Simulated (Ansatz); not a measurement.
This geometry of CH4O + H3Sn (10 atoms, charge 0, multiplicity 2) is a first-order saddle point.

The calculation used UKS BLYP-D4/def2-SVP in Ansatz 0.2.0.

```xyz
10
Properties=species:S:1:pos:R:3
H -1.061 0.701 -1.400
Sn 2.001 0.362 -0.124
O -0.817 -0.129 -0.942
C -1.721 -0.325 0.152
H 2.465 1.715 0.916
H 1.534 -0.930 0.968
H 3.465 -0.194 -0.940
H -2.761 -0.520 -0.196
H -1.738 0.534 0.861
H -1.367 -1.216 0.706
```

Which two structures does it join? (They come from a converged band through this point; their orientation in space is the band's.)

No bond is made or broken.

Image 0:

```xyz
10
Properties=species:S:1:pos:R:3
H -0.992 0.423 -1.511
Sn 1.993 0.097 -0.352
O -0.812 -0.349 -0.938
C -1.590 -0.205 0.259
H 1.292 1.485 0.475
H 1.741 -1.277 0.706
H 3.742 0.392 -0.409
H -2.682 -0.193 0.044
H -1.324 0.712 0.834
H -1.368 -1.084 0.893
```

Image 6:

```xyz
10
Properties=species:S:1:pos:R:3
H -0.958 0.589 -1.434
Sn 1.894 0.637 0.148
O -0.675 -0.166 -0.880
C -1.682 -0.401 0.114
H 3.220 1.575 0.866
H 1.506 -0.631 1.297
H 2.522 -0.150 -1.286
H -2.643 -0.729 -0.343
H -1.874 0.490 0.754
H -1.308 -1.215 0.763
```

How far does it lie above each of them?

0.058 eV above the first and 0.054 eV above the second. This is the barrier of this one path; another mechanism may lie lower.

Time of the run: 5.9 min on 2 threads of Arm Neoverse V1, with other jobs on the host, peak memory 0.15 GiB.
